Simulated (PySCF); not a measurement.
# Adding and removing an electron: GeH

PBE0; basis Ge pcseg-1, H pcseg-1; no relativity; PySCF 2.14. Neutral (UKS): doublet (π ↑), Re = 1.603 Å, ωe = 1903 cm⁻¹, De = 2.84 eV, HOMO -5.35 eV, LUMO -3.24 eV.

GeH⁺ (UKS): singlet (closed shell), Re = 1.590 Å, ωe = 2018 cm⁻¹, De = 2.97 eV to Ge⁺ + H. The energies at the minima are -2077.02545 hartree for GeH and -2076.73675 for GeH⁺.

Q: Work out the adiabatic ionisation energy, without and with harmonic zero-point energies (1 hartree = 27.2114 eV, 1 eV = 8065.5 cm⁻¹), and the change of the bond length.

A: At PBE0: 0.28870 hartree = 7.856 eV between the minima; the zero-point term (2018.0 − 1903.0)/2 cm⁻¹ = +0.007 eV makes it 7.863 eV. Re changes by -1.3 pm against the neutral. The electron leaves a π orbital, which is non-bonding in a hydride.

For an ion De counts to the pair picked by the measured ionisation energies or electron affinities, which need not be the lowest pair at this level. States were picked by a PBE0 search and need not be the measured ground states.
